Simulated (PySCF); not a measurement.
## Bond curve of GeC

Set-up: Ge aug-pcseg-1, C aug-pcseg-1; no relativity (PySCF 2.14). Energies in eV from Ge + C in their ground configurations at the same level. State: ³Π (triplet), unpaired electrons σ ↑, π ↑.

```csv
R (Å),PBE,PBEsol
1.556,-2.829,-3.178
1.628,-3.546,-3.872
1.700,-3.955,-4.261
1.755,-4.111,-4.403
1.809,-4.171,-4.449
1.863,-4.155,-4.422
1.936,-4.050,-4.301
2.026,-3.826,-4.061
2.135,-3.487,-3.703
2.279,-3.006,-3.198
```

Put a parabola through the three lowest points of the PBE curve and estimate Re, k and ωe (reduced mass 10.32 u; 1 eV/Å² = 0.16022 mdyn/Å; ωe = 1302.8·√(k/μ) cm⁻¹).

Through R = 1.755, 1.809, 1.863 Å the second-order coefficient is 13.0 eV/Å², so Re ≈ 1.825 Å, k ≈ 4.18 mdyn/Å and ωe ≈ 829 cm⁻¹. A polynomial fit of higher order to the unrounded PBE energies gives Re = 1.823 Å, k = 3.76 mdyn/Å, ωe = 787 cm⁻¹; anharmonicity and rounding make the difference.

The higher-order fit for each curve: PBE: Re = 1.823 Å, ωe = 787 cm⁻¹, De = 4.17 eV; PBEsol: Re = 1.814 Å, ωe = 801 cm⁻¹, De = 4.45 eV.

⟨S²⟩ of the unrestricted solution departs from its pure value on part of the curve, where spin states mix. Spin–orbit coupling is left out. The state is the lowest determinant that a PBE0 search found; another state may lie lower at other levels.
